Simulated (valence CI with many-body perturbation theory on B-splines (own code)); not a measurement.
**E1 transitions of Pr9+**

Computed by configuration interaction combined with many-body perturbation theory (CI+MBPT): four valence electrons over a frozen Dirac-Fock core [Kr] 4d10, a basis of 7 s, 7 p, 7 d, 7 f, 4 g, 2 h functions for each j, with the one-electron correlation potential Σ1 (screened to all orders), the two-electron term Σ2, the three-electron term Σ3, Breit, model QED; selected single and double excitations, second order for the rest, scaled by the run's own slope (own B-spline code, finite nucleus).

No measured levels were compared; by estimate terms of the open shell hold to a few per cent of their energy, and close levels can change places; configurations with another count of f electrons can be misplaced by thousands of cm⁻¹. Among the levels kept, up to 430 cm⁻¹ of a level comes from second order outside the variational space, and about a tenth of that is noise between levels of different J, which matters for small intervals.

Lines 101 to 150 of 537 in falling wavelength, among levels below 292950 cm⁻¹, chosen from the strongest by gf and those to the six lowest levels. Wavelengths and rates use the calculated energies, so an error of 2000 cm⁻¹ moves a line at 561.0 Å by 1.1 % and its rate by three times that or more. Electric multipoles are in the length gauge, E1 and E2 with the static RPA response of the core. Weak lines are less certain than strong ones. Lines between different terms over intervals too small for the method are left out, as are lines whose strength nearly cancels. Where a level lies close to another of its J and parity, the split of strength between their lines is uncertain. The highest levels of a list are the least certain.

Names give the largest LS component (configuration and term), which can be under half, so a name can repeat, a term be missing and a line seem to break the LS rules; names also repeat where a configuration has a term twice. Letters in brackets count levels of one name in rising energy.

```csv
λ vac (Å),Upper,Lower,A (s⁻¹),S (a.u.) with core polarisation,S without
561.0,4f2 5s 5p 5F°_4 [a],4f 5s2 5p 1G_4,2.89e+08,2.27e-01,2.96e-01
561.0,4f 5s 5p2 3H°_6,4f 5s2 5p 3G_5,1.11e+09,1.26e+00,1.67e+00
559.9,4f2 5s 5p 3I°_5 [b],4f 5s2 5p 3F_4,3.68e+08,3.51e-01,4.64e-01
557.3,4f2 5s 5p 5F°_5,4f 5s2 5p 1G_4,1.42e+08,1.33e-01,1.78e-01
556.1,4f2 5s 5p 5H°_3 [a],4f 5s2 5p 3G_4,8.67e+07,5.15e-02,6.62e-02
555.1,5s 5p3 3D°_3,5s2 5p2 3P_2,2.32e+08,1.37e-01,1.85e-01
554.2,4f 5s 5p2 3F°_4 [a],4f 5s2 5p 3G_4,3.64e+08,2.75e-01,3.57e-01
553.4,4f2 5s 5p 1F°_3 [a],4f2 5s2 1G_4,3.22e+08,1.89e-01,2.37e-01
552.8,4f 5s 5p2 3G°_5 [b],4f 5s2 5p 3G_4,9.08e+07,8.33e-02,1.08e-01
551.4,4f 5s 5p2 1P°_1,4f 5s2 5p 3D_1,6.36e+08,1.58e-01,2.12e-01
549.9,4f2 5s 5p 5H°_3 [a],4f 5s2 5p 3F_3,4.85e+07,2.78e-02,3.60e-02
549.7,5s 5p3 3D°_2,5s2 5p2 3P_1,7.68e+08,3.15e-01,4.27e-01
549.2,5s 5p3 3D°_2,4f 5s2 5p 3F_3,4.64e+08,1.90e-01,2.35e-01
548.8,4f2 5s 5p 3I°_5 [c],4f 5s2 5p 3F_4,2.75e+08,2.47e-01,3.31e-01
548.0,4f 5s 5p2 1H°_5,4f 5s2 5p 3G_5,3.32e+08,2.96e-01,3.85e-01
548.0,4f 5s 5p2 3D°_2 [b],4f 5s2 5p 3D_2 [a],1.08e+09,4.37e-01,5.79e-01
546.7,4f2 5s 5p 5G°_3 [b],4f 5s2 5p 3D_3,1.88e+08,1.06e-01,1.39e-01
546.3,4f2 5s 5p 3D°_3 [b],4f2 5s2 1D_2,2.24e+08,1.26e-01,1.61e-01
546.2,4f2 5s 5p 3D°_1 [e],4f2 5s2 3P_0,3.97e+08,9.57e-02,1.21e-01
544.9,4f2 5s 5p 3F°_4 [a],4f2 5s2 3H_5,1.43e+08,1.03e-01,1.32e-01
544.7,4f2 5s 5p 3D°_2 [c],4f2 5s2 3P_1,3.73e+08,1.49e-01,1.86e-01
544.6,4f2 5s 5p 1D°_2,4f 5s2 5p 3D_2 [a],4.10e+08,1.63e-01,2.17e-01
543.8,4f2 5s 5p 3D°_3 [c],4f2 5s2 3P_2,6.29e+08,3.50e-01,4.41e-01
543.2,4f2 5s 5p 5H°_3 [b],4f 5s2 5p 3G_4,5.08e+07,2.81e-02,3.58e-02
542.7,4f2 5s 5p 1H°_5,4f 5s2 5p 1G_4,1.41e+08,1.22e-01,1.66e-01
542.3,4f2 5s 5p 5D°_4 [c],4f2 5s2 3F_4,1.72e+08,1.22e-01,1.61e-01
542.3,4f2 5s 5p 5F°_4 [a],4f 5s2 5p 3G_5,1.49e+08,1.06e-01,1.37e-01
541.1,4f2 5s 5p 5H°_3 [a],4f 5s2 5p 3F_2,1.03e+08,5.63e-02,7.20e-02
540.7,4f 5s 5p2 3G°_4 [b],4f 5s2 5p 3F_4,1.88e+08,1.32e-01,1.73e-01
540.4,5s 5p3 3D°_2,4f 5s2 5p 3F_2,5.20e+08,2.03e-01,2.67e-01
540.0,4f2 5s 5p 5P°_1,4f 5s2 5p 3D_2 [b],6.06e+08,1.41e-01,1.86e-01
538.5,4f 5s 5p2 3D°_1 [a],5s2 5p2 3P_1,2.50e+08,5.77e-02,7.40e-02
538.1,4f2 5s 5p 5H°_4,4f 5s2 5p 3F_3,7.35e+07,5.09e-02,6.53e-02
537.7,4f2 5s 5p 3G°_5 [b],4f2 5s2 3H_6,5.29e+08,4.47e-01,5.57e-01
537.6,4f2 5s 5p 5G°_5 [a],4f 5s2 5p 3G_4,5.88e+07,4.96e-02,6.32e-02
537.4,4f2 5s 5p 5F°_3 [b],4f 5s2 5p 3D_3,4.89e+08,2.62e-01,3.46e-01
536.4,5s 5p3 3D°_3,4f 5s2 5p 3G_4,3.08e+08,1.64e-01,2.05e-01
534.7,4f2 5s 5p 5H°_3 [a],4f 5s2 5p 3G_3,7.45e+08,3.93e-01,5.09e-01
534.3,4f 5s 5p2 3F°_2 [a],4f 5s2 5p 3F_3,2.16e+08,8.11e-02,1.06e-01
534.0,4f 5s 5p2 1H°_5,4f 5s2 5p 3F_4,1.65e+08,1.36e-01,1.78e-01
532.9,4f 5s 5p2 3F°_4 [a],4f 5s2 5p 3G_3,2.10e+08,1.41e-01,1.83e-01
532.6,4f2 5s 5p 5G°_3 [b],4f 5s2 5p 3F_4,1.76e+08,9.21e-02,1.20e-01
532.3,4f2 5s 5p 1F°_3 [b],4f2 5s2 1D_2,7.73e+08,4.03e-01,5.06e-01
532.0,4f2 5s 5p 5D°_2 [c],4f 5s2 5p 3D_3,2.55e+08,9.49e-02,1.25e-01
530.6,5s 5p3 3D°_3,4f 5s2 5p 3F_3,7.19e+08,3.71e-01,4.82e-01
530.6,4f2 5s 5p 3G°_5 [b],4f2 5s2 3H_5,3.95e+08,3.21e-01,4.13e-01
530.5,4f 5s 5p2 3G°_4 [b],4f 5s2 5p 1F_3,4.70e+08,3.11e-01,4.13e-01
530.5,4f2 5s 5p 3P°_1 [b],4f2 5s2 1D_2,6.08e+08,1.34e-01,1.69e-01
530.0,4f 5s 5p2 3D°_3 [c],4f 5s2 5p 3D_3,8.24e+08,4.24e-01,5.62e-01
529.6,4f 5s 5p2 3G°_3 [d],4f 5s2 5p 1F_3,9.91e+08,5.08e-01,6.64e-01
```
